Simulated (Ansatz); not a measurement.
A structure relaxed at PBE0-D4/def2-TZVP, charge 0, multiplicity 1:

```
atom   x (Å)   y (Å)   z (Å)
  C1  -0.884  -0.432  -0.876
  O2   0.491  -0.151  -0.779
 In3   1.368   0.512   0.847
 Cl4  -0.192   0.756   2.562
  H5  -1.436  -0.246   0.054
  H6  -1.332   0.185  -1.663
  H7  -1.027  -1.484  -1.148
  H8   3.012   0.861   1.003
```

**Question.** Give its formula and SMILES.

**Answer.** CH4ClInO, `C[O][InH][Cl]`.

**Question.** Point group (tolerance 0.08 Å, 0.16 Å for H)?

**Answer.** Cs.

**Question.** Summarise the bond lengths by kind.

**Answer.** 1 × C–O 1.406 Å; 3 × C–H 1.096 to 1.097 Å; 1 × In–O 1.962 Å; 1 × Cl–In 2.332 Å; 1 × H–In 1.688 Å.

Computed with Ansatz.
